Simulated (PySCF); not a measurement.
PySCF input file for CH₅F₃Si₂, SMILES F[SiH2]C(F)(F)[SiH3], TDA-PBE/def2-SVPD. The structure is a stationary point at TPSSh-D3(BJ)/def2-SVP. The structure was generated by enumeration, and PubChem lists no compound with its InChIKey, so it may never have been made. One conformer was computed; it need not be the lowest.

```python
import numpy as np
from pyscf import gto, scf, dft, tdscf

mol = gto.M(
    atom='''
    F    -2.47045370   -0.41964745    0.57747571
    Si   -1.34186751   -0.21697247   -0.57424968
    C     0.36384446    0.06092032    0.25512151
    F     0.26260861    1.17532824    1.08470773
    F     0.62559305   -1.03305897    1.07675794
    Si    1.92195486    0.32023642   -0.85647807
    H    -1.68211128    0.98116827   -1.37553146
    H    -1.27404016   -1.44386985   -1.40106569
    H     2.10261046   -0.88147267   -1.71133742
    H     3.08325309    0.51080253    0.04495681
    H     1.70626659    1.51855811   -1.70803534
    ''',
    basis='def2-SVPD',
    charge=0,
    spin=0,
    max_memory=1600,
    verbose=4,
)
mf = dft.RKS(mol, xc='pbe').density_fit(auxbasis='def2-universal-jkfit')
mf.grids.level = 3
mf.conv_tol = 1e-9
mf.max_cycle = 100
mf.kernel()
mf.grids = dft.Grids(mol).set(level=1).build(with_non0tab=True)  # coarser grid for the response kernel
td = tdscf.TDA(mf)
td.singlet = True
td.nstates = 10
td.conv_tol = 1e-4
td.positive_eig_threshold = 1e-6
td.kernel(x0=td.get_init_guess(mf, 15))
td.analyze()
tt = tdscf.TDA(mf)
tt.singlet = False
tt.nstates = 4
tt.conv_tol = 1e-4
tt.positive_eig_threshold = 1e-6
tt.kernel(x0=tt.get_init_guess(mf, 9))
tt.analyze(verbose=3)
```

Program output:

```
PySCF version 2.14.0

[INPUT] verbose = 4
[INPUT] num. atoms = 11
[INPUT] num. electrons = 66
[INPUT] charge = 0
[INPUT] spin (= nelec alpha-beta = 2S) = 0
[INPUT] symmetry False subgroup None
[INPUT] Mole.unit = angstrom
[INPUT] Symbol           X                Y                Z      unit          X                Y                Z       unit  Magmom
[INPUT]  1 F     -2.470453700000  -0.419647450000   0.577475710000 AA   -4.668480896418  -0.793018749372   1.091270935489 Bohr   0.0
[INPUT]  2 Si    -1.341867510000  -0.216972470000  -0.574249680000 AA   -2.535762089352  -0.410018544870  -1.085174622319 Bohr   0.0
[INPUT]  3 C      0.363844460000   0.060920320000   0.255121510000 AA    0.687566381340   0.115122720221   0.482109782385 Bohr   0.0
[INPUT]  4 F      0.262608610000   1.175328240000   1.084707730000 AA    0.496258350853   2.221048480067   2.049800534899 Bohr   0.0
[INPUT]  5 F      0.625593050000  -1.033058970000   1.076757940000 AA    1.182199529931  -1.952198523825   2.034777609051 Bohr   0.0
[INPUT]  6 Si     1.921954860000   0.320236420000  -0.856478070000 AA    3.631968309177   0.605159128911  -1.618508983996 Bohr   0.0
[INPUT]  7 H     -1.682111280000   0.981168270000  -1.375531460000 AA   -3.178729630242   1.854139312413  -2.599377735123 Bohr   0.0
[INPUT]  8 H     -1.274040160000  -1.443869850000  -1.401065690000 AA   -2.407586974097  -2.728518576017  -2.647630436625 Bohr   0.0
[INPUT]  9 H      2.102610460000  -0.881472670000  -1.711337420000 AA    3.973357916046  -1.665741932589  -3.233959030520 Bohr   0.0
[INPUT] 10 H      3.083253090000   0.510802530000   0.044956810000 AA    5.826503912819   0.965276885435   0.084956058334 Bohr   0.0
[INPUT] 11 H      1.706266590000   1.518558110000  -1.708035340000 AA    3.224376550596   2.869658932137  -3.227719003678 Bohr   0.0

nuclear repulsion = 391.007585390035
number of shells = 75
number of NR pGTOs = 263
number of NR cGTOs = 177
basis = def2-SVPD
ecp = {}


[settings echo left out]
init E= -918.829389445962
  HOMO = -0.286699991922345  LUMO = -0.0807312559025686  gap/eV = 5.60469
cycle= 1 E= -918.509324901858  delta_E= 0.32  |g|= 0.723  |ddm|= 3.71
  HOMO = -0.226955595030902  LUMO = -0.0684272609126433  gap/eV = 4.31378
cycle= 2 E= -918.106103041143  delta_E= 0.403  |g|= 1.71  |ddm|= 1.81
  HOMO = -0.248824488025148  LUMO = -0.0625768060339071  gap/eV = 5.06806
cycle= 3 E= -918.597577066345  delta_E= -0.491  |g|= 0.0971  |ddm|= 1.28
  HOMO = -0.257450253082793  LUMO = -0.0642872470179765  gap/eV = 5.25623
cycle= 4 E= -918.598898468947  delta_E= -0.00132  |g|= 0.0708  |ddm|= 0.189
  HOMO = -0.255265968944956  LUMO = -0.0650286262150481  gap/eV = 5.17662
cycle= 5 E= -918.599711171209  delta_E= -0.000813  |g|= 0.0162  |ddm|= 0.0593
  HOMO = -0.255289949223351  LUMO = -0.06492232828441  gap/eV = 5.18017
cycle= 6 E= -918.59976268331  delta_E= -5.15e-05  |g|= 0.00408  |ddm|= 0.0191
  HOMO = -0.255568616582118  LUMO = -0.0649182809140054  gap/eV = 5.18786
cycle= 7 E= -918.599766292685  delta_E= -3.61e-06  |g|= 0.00122  |ddm|= 0.00584
  HOMO = -0.25538875250074  LUMO = -0.0648442280180017  gap/eV = 5.18498
cycle= 8 E= -918.599766696584  delta_E= -4.04e-07  |g|= 0.000249  |ddm|= 0.00211
  HOMO = -0.255401523612127  LUMO = -0.0648536605804049  gap/eV = 5.18507
cycle= 9 E= -918.599766711043  delta_E= -1.45e-08  |g|= 4.64e-05  |ddm|= 0.000383
  HOMO = -0.255404514824618  LUMO = -0.0648547272263227  gap/eV = 5.18512
cycle= 10 E= -918.599766711544  delta_E= -5.01e-10  |g|= 2.32e-05  |ddm|= 8.73e-05
  HOMO = -0.255403964760939  LUMO = -0.0648547540190787  gap/eV = 5.18511
Extra cycle  E= -918.599766711194  delta_E= 3.51e-10  |g|= 5.06e-05  |ddm|= 6.04e-05
converged SCF energy = -918.599766711194
tot grids = 46264
Overwritten attributes  positive_eig_threshold  of <class 'pyscf.tdscf.rks.TDA'>


******** <class 'pyscf.tdscf.rks.TDA'> for <class 'pyscf.df.df_jk.DFRKS'> ********
nstates = 10 singlet
deg_eia_thresh = 1.000e-03
wfnsym = None
conv_tol = 0.0001
eigh lindep = 1e-12
eigh level_shift = 0
eigh max_cycle = 100


Excitation energies (eV)
[5.4029845  6.35783919 6.47311818 6.92540099 6.98722941 7.2641604
 7.27397477 7.40349772 7.46729671 7.59008126]

** Singlet excitation energies and oscillator strengths **
Excited State   1:      5.40298 eV    229.47 nm  f=0.0106
      33 -> 34       -0.70200
Excited State   2:      6.35784 eV    195.01 nm  f=0.0421
      33 -> 35        0.68793
      33 -> 37       -0.13378
Excited State   3:      6.47312 eV    191.54 nm  f=0.0003
      33 -> 36       -0.69843
Excited State   4:      6.92540 eV    179.03 nm  f=0.1237
      31 -> 34        0.12368
      33 -> 35        0.11262
      33 -> 37        0.67135
      33 -> 38       -0.11824
Excited State   5:      6.98723 eV    177.44 nm  f=0.0009
      32 -> 34        0.70087
Excited State   6:      7.26416 eV    170.68 nm  f=0.0009
      30 -> 34        0.70117
Excited State   7:      7.27397 eV    170.45 nm  f=0.0420
      29 -> 34       -0.14161
      31 -> 34        0.30718
      33 -> 38        0.59661
      33 -> 41        0.10985
Excited State   8:      7.40350 eV    167.47 nm  f=0.0335
      29 -> 34       -0.12361
      31 -> 34        0.58800
      33 -> 37       -0.13355
      33 -> 38       -0.29537
Excited State   9:      7.46730 eV    166.04 nm  f=0.0041
      33 -> 39       -0.69487
Excited State  10:      7.59008 eV    163.35 nm  f=0.0000
      33 -> 40        0.69649

** Transition electric dipole moments (AU) **
state          X           Y           Z        Dip. S.      Osc.
  1        -0.2793     -0.0457     -0.0072      0.0801      0.0106
  2         0.4722      0.0781     -0.2031      0.2703      0.0421
  3        -0.0058      0.0449     -0.0018      0.0021      0.0003
  4         0.8224      0.1346     -0.1869      0.7293      0.1237
  5        -0.0088      0.0716      0.0010      0.0052      0.0009
  6         0.0140     -0.0714      0.0040      0.0053      0.0009
  7        -0.3646     -0.0603     -0.3149      0.2358      0.0420
  8        -0.3933     -0.0662      0.1600      0.1847      0.0335
  9        -0.1466     -0.0248     -0.0129      0.0223      0.0041
 10        -0.0049     -0.0066     -0.0009      0.0001      0.0000

** Transition velocity dipole moments (imaginary part, AU) **
state          X           Y           Z        Dip. S.      Osc.
  1         0.0018      0.0004     -0.0078      0.0001      0.0002
  2         0.0552      0.0092     -0.0259      0.0038      0.0109
  3        -0.0011      0.0086     -0.0003      0.0001      0.0002
  4         0.1901      0.0313     -0.0287      0.0379      0.0994
  5         0.0001      0.0033     -0.0001      0.0000      0.0000
  6        -0.0014      0.0106      0.0007      0.0001      0.0003
  7        -0.0712     -0.0113     -0.0481      0.0075      0.0187
  8        -0.0775     -0.0126      0.0178      0.0065      0.0159
  9        -0.0446     -0.0063     -0.0032      0.0020      0.0050
 10         0.0031     -0.0272     -0.0002      0.0008      0.0018

** Transition magnetic dipole moments (imaginary part, AU) **
state          X           Y           Z
  1        -0.0307      0.1754      0.0004
  2        -0.0620      0.3709     -0.0023
  3         0.0957      0.0176      0.4548
  4         0.0176     -0.0988      0.0019
  5        -0.6736     -0.1042     -0.7069
  6         0.5715      0.0862     -0.0106
  7        -0.0206      0.1720      0.0001
  8        -0.0240      0.1795      0.0012
  9         0.0134     -0.1138     -0.0047
 10         0.1470      0.0144      0.1264


******** <class 'pyscf.tdscf.rks.TDA'> for <class 'pyscf.df.df_jk.DFRKS'> ********
nstates = 4 triplet
deg_eia_thresh = 1.000e-03
wfnsym = None
conv_tol = 0.0001
eigh lindep = 1e-12
eigh level_shift = 0
eigh max_cycle = 100


Excitation energies (eV)
[4.98177331 5.96584113 6.01883805 6.65466419]

** Triplet excitation energies and oscillator strengths **
Excited State   1:      4.98177 eV    248.88 nm  f=0.0000
Excited State   2:      5.96584 eV    207.82 nm  f=0.0000
Excited State   3:      6.01884 eV    205.99 nm  f=0.0000
Excited State   4:      6.65466 eV    186.31 nm  f=0.0000
```

Self-consistency was reached.
